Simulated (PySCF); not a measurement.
# State search for SeBr

Unrestricted PBE0; basis Se cc-pVDZ-PP with ECP10, Br cc-pVDZ-PP with ECP10; scalar-relativistic core potentials; PySCF 2.14. Outer shells of the fragments: Se 3d10 4s2 4p4; Br 3d10 4s2 4p5.

Followed along the bond (rough minima from three points):

```csv
2Ms+1,unpaired,⟨S²⟩ at the start,R at minimum (Å),Te (eV)
2,π ↑,0.75,2.29,0.00
4,"σ ↑, π ↑↑",3.75,none in the scan,≤ 1.45
```

Solutions found at the starting distance of 2.230 Å, counted from the lowest of them; the search is not exhaustive and high or unbound solutions are not listed, so other states can lie among these:

| 2Ms+1 | unpaired | term | E (eV) | ⟨S²⟩ | ⟨Lz²⟩ | μ (D) |
| --- | --- | --- | --- | --- | --- | --- |
| 2 | π ↑ | ²Π | 0.00 | 0.75 | 1.00 | -0.20 |
| 4 | σ ↑, π ↑↑ | ⁴Σ⁻ | 2.07 | 3.75 | 0.00 | -0.95 |
| 2 | σ ↓, π ↑↑ | mixed | 2.59 | 1.76 | 0.00 | -0.83 |
| 2 | σ ↑, π ↑↓ | mixed | 2.62 | 1.76 | 2.01 | -0.71 |
| 2 | σ ↑ | mixed | 3.51 | 0.76 | 2.00 | -0.27 |
| 4 | σ ↑, π ↑↑ | mixed | 5.21 | 3.75 | 2.01 | 2.57 |

A term symbol is given only where ⟨S²⟩ and ⟨Lz²⟩ are close to those of a pure state; real π, δ and φ orbitals otherwise mix terms. A positive dipole means Se(−)Br(+).

Spin–orbit coupling is left out. Counting both spins, an empty level lies below a filled one in some of these solutions, because spin and occupation are held.
